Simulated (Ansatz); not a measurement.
Geometry optimisation, RKS B3LYP/def2-SVP (Ansatz 0.2.0).

Input:

```yaml
crystal:
  periodic: [false, false, false]
  atoms:
    - { symbol: Ta, position_ang: [-0.166596, 0.238386, 0.098981] }
    - { symbol: Cl, position_ang: [2.267582, 0.341623, 0.184382] }
    - { symbol: F, position_ang: [-0.137445, 0.581205, 1.944476] }
    - { symbol: F, position_ang: [0.050596, -0.936549, -1.355962] }
    - { symbol: F, position_ang: [-0.627542, 1.852815, -0.672356] }
    - { symbol: F, position_ang: [-1.830278, -0.587401, 0.373131] }
    - { symbol: S, position_ang: [1.171874, -2.927716, 1.435839] }
    - { symbol: H, position_ang: [1.17378, -3.445298, 0.184304] }
    - { symbol: H, position_ang: [2.198729, -2.053866, 1.130606] }
basis:
  gaussian: { orbitals: def2-SVP }
hamiltonian:
  xc: b3lyp
relax:
  f_tol: 0.03
  max_steps: 50
```

Run as:

```bash
$ ansatz run input.yaml --threads 4 --pin off --max-ram 5120MiB --backend cpu --events-out ev --progress --plain --runs-dir out
```

Where does it end, and by what steps?

It converged. After 7 steps the energy has fallen by 0.369 eV; S7 moved furthest, 0.60 Å. Joined: Ta1–S7 (3.69 → 2.89 Å).

```tsv
step	energy less start (eV)	largest force component (eV/Å)	accepted
0	0.0000	1.031	yes
1	-0.1374	0.587	yes
2	-0.2473	0.608	yes
3	-0.3376	0.708	yes
4	-0.3608	0.103	yes
5	-0.3666	0.112	yes
6	-0.3683	0.036	yes
7	-0.3689	0.025	yes
```

```xyz
9
Properties=species:S:1:pos:R:3
Ta -0.007 0.056 0.137
Cl 2.293 0.571 0.016
F 0.031 0.434 1.986
F 0.192 -1.008 -1.415
F -0.685 1.637 -0.564
F -1.661 -0.817 0.417
S 0.836 -2.458 1.286
H 0.935 -3.134 0.116
H 2.167 -2.218 1.344
```

Whether the end is a true minimum wasn't checked by a vibrational analysis.

The run took 36 s on 4 threads of Intel(R) Xeon(R) Platinum 8259CL CPU @ 2.50GHz (Skylake/Cascade Lake), with other jobs on the host, peak memory 0.4 GiB.
